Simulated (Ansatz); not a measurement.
**Molecular dynamics of C₂H₉BSi₂**

input.yaml

```yaml
crystal:
  periodic: [false, false, false]
  atoms:
    - { symbol: Si, position_ang: [-1.625816, 0.741641, 0.071592] }
    - { symbol: Si, position_ang: [0.626792, 0.761833, 0.242892] }
    - { symbol: C, position_ang: [1.093253, -0.72992, 1.317895] }
    - { symbol: B, position_ang: [0.833525, -1.412519, -0.028507] }
    - { symbol: C, position_ang: [1.380592, -0.435131, -1.148982] }
    - { symbol: H, position_ang: [-2.261731, 2.011886, 0.325601] }
    - { symbol: H, position_ang: [-1.939817, 0.000678, -1.082875] }
    - { symbol: H, position_ang: [-1.837158, -0.152674, 1.290028] }
    - { symbol: H, position_ang: [1.308739, 1.929295, 0.656973] }
    - { symbol: H, position_ang: [0.330374, -1.104994, 1.959823] }
    - { symbol: H, position_ang: [2.107586, -0.424053, 1.706786] }
    - { symbol: H, position_ang: [-0.083609, -2.027695, -0.35506] }
    - { symbol: H, position_ang: [2.517113, -0.354659, -1.191781] }
    - { symbol: H, position_ang: [1.006853, -0.512829, -2.214733] }
basis:
  gaussian: { orbitals: STO-3G }
hamiltonian:
  xc: pbe0
  dispersion: d4
md:
  timestep: 0.5
  n_steps: 400
  ensemble: nve
  temperature: 500.0
  initial_velocities: maxwell_boltzmann
  seed: 429487
```

Command:

```bash
$ ansatz run input.yaml --threads 1 --pin off --max-ram 2048MiB --backend cpu --events-out ev --progress --plain --runs-dir out
```

It goes on from the last frame of an earlier run, with new velocities.

Output, in part (step lines, the closing report, with atoms numbered from 0):

```
md step     0: t =     0.00 fs  T =   500.0 K  F+E_penalty+E_count = -18425.36889662 eV  E_kin = 0.775560 eV  conserved = -18424.59333663 eV  (21 SCF iters)
[... lines left out ...]
Total energy: -18425.16354901 eV, -677.1122714018 hartree
Atom 0 at    -1.630270     0.773363     0.114131 Å, force     0.064638    -1.802920    -1.736038 eV/Å
Atom 1 at     0.600601     0.736016     0.251215 Å, force     1.630085     0.543393    -1.318052 eV/Å
Atom 2 at     1.130156    -0.739651     1.261597 Å, force    -1.853660     0.328375     0.412570 eV/Å
Atom 3 at     0.831365    -1.454133    -0.056717 Å, force     1.224996    -1.079604    -4.068862 eV/Å
Atom 4 at     1.406008    -0.386958    -1.135365 Å, force    -1.621342     0.348732     1.311304 eV/Å
Atom 5 at    -2.198875     1.479690    -1.033530 Å, force     0.340147     0.154466     0.565280 eV/Å
Atom 6 at    -1.708662    -0.660344    -0.347823 Å, force    -0.662961     1.228112     0.861512 eV/Å
Atom 7 at    -2.382166     1.053485     1.307633 Å, force    -0.015091    -0.085680     0.136400 eV/Å
Atom 8 at     1.251058     1.976907     0.486931 Å, force     0.402341     0.712811     0.151513 eV/Å
Atom 9 at     0.289043    -0.884662     1.897607 Å, force    -0.194055    -1.032250     1.927954 eV/Å
Atom 10 at     2.090010    -0.837240     1.745033 Å, force     0.371832     0.370413     0.117674 eV/Å
Atom 11 at     0.190947    -2.410067    -0.389768 Å, force     0.006766     0.607468     0.809431 eV/Å
Atom 12 at     2.464179    -0.344063    -0.967418 Å, force     1.116929     0.591150     0.639776 eV/Å
Atom 13 at     1.287232    -0.185068    -2.209929 Å, force    -0.810626    -0.884465     0.189537 eV/Å
Dipole moment:    -0.058817     0.318294     0.160092 e Å
```

The steps, from the saved trajectory:

```tsv
time (fs)	T (K)	potential energy less start (eV)	conserved less start (meV/atom)
0.0	500	0.000	0.00
6.5	603	-0.162	-0.19
13.0	490	0.015	-0.06
19.5	618	-0.184	-0.13
26.0	572	-0.113	-0.16
32.5	721	-0.346	-0.24
39.0	560	-0.096	-0.15
45.5	826	-0.510	-0.25
52.0	571	-0.112	-0.12
58.5	667	-0.260	-0.15
65.0	653	-0.240	-0.21
71.5	678	-0.279	-0.19
78.0	589	-0.139	-0.10
84.5	717	-0.340	-0.20
91.0	398	0.157	-0.07
97.5	570	-0.109	-0.05
104.0	503	-0.006	-0.09
110.5	694	-0.303	-0.19
117.0	440	0.093	-0.03
123.5	449	0.078	-0.13
130.0	786	-0.447	-0.25
136.5	559	-0.093	-0.10
143.0	679	-0.281	-0.29
149.5	658	-0.248	-0.21
156.0	702	-0.315	-0.12
162.5	575	-0.118	-0.09
169.0	718	-0.340	-0.19
175.5	568	-0.107	-0.09
182.0	645	-0.228	-0.16
188.5	614	-0.178	-0.13
195.0	642	-0.221	-0.08
```

The run went to its last step. The conserved energy stayed within 0.32 meV per atom of its start (net change -0.051 meV per atom), so the integration is sound. A run of 0.2 ps of so small a system gives no equilibrium averages. Limits of this set-up: minimal basis.

The same pairs are bonded in the first frame and the last. Pairs count as bonded within 1.25 times the sum of covalent radii (0.12 Å more for H–H).

Last frame:

```xyz
14
Properties=species:S:1:pos:R:3
Si -1.630 0.773 0.114
Si 0.601 0.736 0.251
C 1.130 -0.740 1.262
B 0.831 -1.454 -0.057
C 1.406 -0.387 -1.135
H -2.199 1.480 -1.034
H -1.709 -0.660 -0.348
H -2.382 1.054 1.308
H 1.251 1.977 0.487
H 0.289 -0.885 1.898
H 2.090 -0.837 1.745
H 0.191 -2.410 -0.390
H 2.464 -0.344 -0.967
H 1.287 -0.185 -2.210
```

The run took 11 min on 1 thread of Intel(R) Xeon(R) 6975P-C (Granite Rapids), on a shared host, peak memory 0.12 GiB.
